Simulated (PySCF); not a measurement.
revPBE on O- (oxygen, charge -1), [He] 2s2 2p5, 2P determinant. Calculation: PySCF 2.14, in aug-cc-pVQZ-DK (6s5p4d3f2g, 80 functions); the spin-free X2C one-electron Hamiltonian (Gaussian nucleus).

```
cycle= 1 E= -75.1752359390513  delta_E= 0.0012  |g|= 0.157  |ddm|= 0.486
cycle= 2 E= -75.1085821574724  delta_E= 0.0667  |g|= 0.436  |ddm|= 0.705
cycle= 3 E= -75.1873991344004  delta_E= -0.0788  |g|= 0.0633  |ddm|= 0.437
cycle= 4 E= -75.1895196949954  delta_E= -0.00212  |g|= 0.00163  |ddm|= 0.0779
cycle= 5 E= -75.1895245989668  delta_E= -4.9e-06  |g|= 0.000293  |ddm|= 0.00749
cycle= 6 E= -75.1895247477683  delta_E= -1.49e-07  |g|= 2.42e-05  |ddm|= 0.00139
cycle= 7 E= -75.1895247483329  delta_E= -5.65e-10  |g|= 6.96e-06  |ddm|= 8.81e-05
converged SCF energy = -75.1895247483329  <S^2> = 0.7567193  2S+1 = 2.0067081
```

Highest occupied orbital energy: 2.541 eV; ⟨L²⟩ = 2.03; populations by l: s 4.00, p 5.00, d 0.00, f 0.00.

Can this result be used?

With care. The run converged. At revPBE the highest occupied level has a positive energy, so only the finite basis holds that electron; in a semilocal or global hybrid functional this comes from self-interaction and does not mean that the real anion is unbound.
